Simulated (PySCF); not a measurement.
# Electronic structure of Nb²⁺ (niobium, charge +2) at the MN15 level

Configuration: [Kr] 4d2 5s1, high-spin 4F determinant (an excited configuration). Calculation: PySCF 2.14, in aug-cc-pVTZ-DK; the spin-free X2C one-electron Hamiltonian (Gaussian nucleus).

```
Total energy                        : -3820.89 hartree
One-electron energy                 : -5237.67 hartree
Hartree (Coulomb) energy            : 1538.53 hartree
Exchange-correlation energy         : -121.75 hartree
⟨S²⟩                                : 3.7507
⟨L²⟩                                : 12.006
Sum of ⟨r⟩                          : 25.53 bohr
Sum of ⟨r²⟩                         : 35.54 bohr²
Langevin diamagnetic susceptibility : -28.1 ×10⁻⁶ cm³/mol
Time after the integrals            : roughly 6 core-seconds
```

```tsv
shell	electrons	mean orbital energy (hartree)	spread (hartree)	rms radius, mean of both spins (bohr)
1s α	1	-691.43413	0	0.0414
1s β	1	-691.43366	0	0.0414
2s β	1	-96.65114	0	0.172
2s α	1	-96.64834	0	0.172
2p α	3	-87.14678	0	0.152
2p β	3	-87.14621	0	0.152
3s α	1	-16.61474	0	0.481
3s β	1	-16.60483	0	0.481
3p α	3	-13.53885	0	0.483
3p β	3	-13.53211	0	0.483
3d α	5	-8.18632	0.01125	0.475
3d β	5	-8.17929	0.00865	0.475
4s α	1	-3.07164	0	1.23
4s β	1	-3.03132	0	1.23
4p α	3	-2.17974	0	1.36
4p β	3	-2.12323	0	1.36
4d α	2	-0.92014	0	1.90
5s α	1	-0.73757	0	3.13
```

Densities and radii are taken from the X2C orbitals without a picture-change correction, which distorts them close to the nucleus.
